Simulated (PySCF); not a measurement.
BH, SMILES [BH] (connectivity only; charge and spin as stated), neutral, multiplicity 1.

Geometry optimised at PBE0-D3(BJ)/def2-TZVPD.

Two levels are set side by side: TDA-PBE/def2-TZVPD (PySCF) and EOM-CCSD/aug-cc-pVDZ (PySCF). Vertical, same geometry; the bases differ. Differences are taken from unrounded values.

```csv
quantity,EOM-CCSD,TDA-PBE,TDA-PBE minus EOM-CCSD
lowest singlet excitation (eV),2.97,2.86,-0.11
lowest triplet excitation (TDA for PBE) (eV),1.32,0.98,-0.34
```

Functionals without exact exchange tend to place singlet excitations lower, as here. Differences between two approximate levels are no errors against the true value.

Rough cost on one machine, each run with all the roots and properties that it gave: EOM-CCSD against TDA-PBE about 2 times.
